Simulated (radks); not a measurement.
Sn3+, 47 electrons, occupied as [Kr] 4d10 5s1 (the NIST ground configuration).

Method: scalar-relativistic Kohn-Sham, Slater X-alpha with alpha = 0.667, spin-polarised, spherical densities, finite nucleus; open shells are filled with parallel spins first (spin-orbit coupling, left out, can overturn this in heavy ions); Fermi nuclear charge, rms radius 4.6519 fm; computed with a radial shooting solver on a logarithmic mesh with Libxc functionals.

Energy parts (eV):
total: -167764.096
kinetic: 175201.789
electron-nucleus: -404660.928
Hartree: 65884.825
exchange: -4189.782

Orbitals (lengths in bohr, moments of r in powers of bohr; <r^-3> diverges for s and p1/2):
[
 {"orbital": "1s up", "occ.": "1", "eigenvalue (eV)": "-29005.59", "<r^-3>": "-"},
 {"orbital": "1s down", "occ.": "1", "eigenvalue (eV)": "-29005.53", "<r^-3>": "-"},
 {"orbital": "2s up", "occ.": "1", "eigenvalue (eV)": "-4403.091", "<r^-3>": "-"},
 {"orbital": "2s down", "occ.": "1", "eigenvalue (eV)": "-4403.074", "<r^-3>": "-"},
 {"orbital": "2p up", "occ.": "3", "eigenvalue (eV)": "-3958.058", "<r^-3>": "4691"},
 {"orbital": "2p down", "occ.": "3", "eigenvalue (eV)": "-3958.038", "<r^-3>": "4691"},
 {"orbital": "3s up", "occ.": "1", "eigenvalue (eV)": "-871.5338", "<r^-3>": "-"},
 {"orbital": "3s down", "occ.": "1", "eigenvalue (eV)": "-871.4943", "<r^-3>": "-"},
 {"orbital": "3p up", "occ.": "3", "eigenvalue (eV)": "-726.0665", "<r^-3>": "868.1"},
 {"orbital": "3p down", "occ.": "3", "eigenvalue (eV)": "-726.0270", "<r^-3>": "868.1"},
 {"orbital": "3d up", "occ.": "5", "eigenvalue (eV)": "-501.3490", "<r^-3>": "119.5"},
 {"orbital": "3d down", "occ.": "5", "eigenvalue (eV)": "-501.3160", "<r^-3>": "119.5"},
 {"orbital": "4s up", "occ.": "1", "eigenvalue (eV)": "-161.4869", "<r^-3>": "-"},
 {"orbital": "4s down", "occ.": "1", "eigenvalue (eV)": "-161.4017", "<r^-3>": "-"},
 {"orbital": "4p up", "occ.": "3", "eigenvalue (eV)": "-117.4097", "<r^-3>": "158.2"},
 {"orbital": "4p down", "occ.": "3", "eigenvalue (eV)": "-117.2822", "<r^-3>": "158.5"},
 {"orbital": "4d up", "occ.": "5", "eigenvalue (eV)": "-53.6621", "<r^-3>": "14.79"},
 {"orbital": "4d down", "occ.": "5", "eigenvalue (eV)": "-53.3026", "<r^-3>": "15.01"},
 {"orbital": "5s up", "occ.": "1", "eigenvalue (eV)": "-35.8712", "<r^-3>": "-"},
 {"orbital": "5s down", "occ.": "0", "eigenvalue (eV)": "-34.1017", "<r^-3>": "-"}
]

The highest occupied level is 5s up at -35.871 eV. For comparison, the ionisation energy in NIST's Atomic Spectra Database is 40.74 eV (measured). In exact Kohn-Sham theory the highest level is minus the ionisation energy, but local and semilocal functionals leave it too shallow, through self-interaction and a potential that decays too fast; potentials with the right tail come closer.
